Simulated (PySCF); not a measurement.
Telling isomers of C₅H₁₀OSi₂ apart by NMR

[PySCF 2.14: GFN2-xTB structure; σ from GIAO-PBE0/pcSseg-1; in vacuum; a single conformation; equivalent nuclei averaged; non-relativistic]

Referencing at the same level of theory: TMS for 1H, 13C. Where no couplings were computed, multiplicities follow the n + 1 count of equivalent neighbours, and m marks all less simple cases (inequivalent or close neighbours, rings, F or P nearby). Shifts are as computed. Against solution values, carbons near 30 ppm lie about +3 ppm off and those near 130 ppm about +5 ppm. Of 1309 compounds with measured shifts, 239 miss one by over three times the rms of a fit or turn the order of signals round; such compounds aren't used in these exercises.

(1) Tabulate the signals of `C=C[SiH2]C(=C=O)[SiH2]C`, `O=C1CC=C([SiH2][SiH3])C1`, `C=C1CO[SiH2]C(=C)[SiH2]1` and their relative energies.

(2) What is the quickest way to tell C=C[SiH2]C(=C=O)[SiH2]C from C=C1CO[SiH2]C(=C)[SiH2]1?

(3) What is the quickest way to tell O=C1CC=C([SiH2][SiH3])C1 from C=C1CO[SiH2]C(=C)[SiH2]1?

(4) What is the quickest way to tell C=C[SiH2]C(=C=O)[SiH2]C from O=C1CC=C([SiH2][SiH3])C1?

Results:

(1) 
```tsv
SMILES	carbon types	δC	δH	E rel. (kcal/mol)
C=C[SiH2]C(=C=O)[SiH2]C	2×C 1×CH 1×CH2 1×CH3	172.0, 145.8, 141.1, 0.3, -9.9	6.69 (m, 1H), 6.44 (m, 1H), 6.42 (m, 1H), 4.94 (d, 2H), 4.68 (q, 2H), 0.34 (t, 3H)	0.0
O=C1CC=C([SiH2][SiH3])C1	2×C 1×CH 2×CH2	221.3, 150.3, 142.6, 49.9, 48.0	6.73 (t, 1H), 4.35 (q, 2H), 3.48 (t, 3H), 2.98 (m, 2H), 2.91 (s, 2H)	4.1
C=C1CO[SiH2]C(=C)[SiH2]1	2×C 3×CH2	153.1, 152.3, 149.9, 135.6, 74.4	6.72 (m, 1H), 6.60 (m, 1H), 6.16 (br s, 1H), 5.88 (br s, 1H), 5.22 (s, 2H), 4.85 (s, 2H), 4.67 (s, 2H)	1.2
```

Energies are electronic energies at PBE0/pcSseg-1 on these geometries, without zero-point or thermal terms, each for the one conformer computed, which needn't be the lowest.

(2) Both give the same number of carbon signals, but DEPT or the intensities differ. The first has an alkene CH at 141.1 ppm, the second an allylic sp3 CH2 bonded to O at 74.4 ppm. Their most deshielded carbons lie at 172.0 and 153.1 ppm.

(3) Both give the same number of carbon signals, but DEPT or the intensities differ. The first has a ketone carbonyl carbon (C) at 221.3 ppm, the second a terminal =CH2 carbon at 149.9 ppm. Their most deshielded carbons lie at 221.3 and 153.1 ppm.

(4) Both give the same number of carbon signals, but DEPT or the intensities differ. The first has a terminal =CH2 carbon at 145.8 ppm, the second an sp3 CH2 α to a carbonyl at 49.9 ppm. Their most deshielded carbons lie at 172.0 and 221.3 ppm.
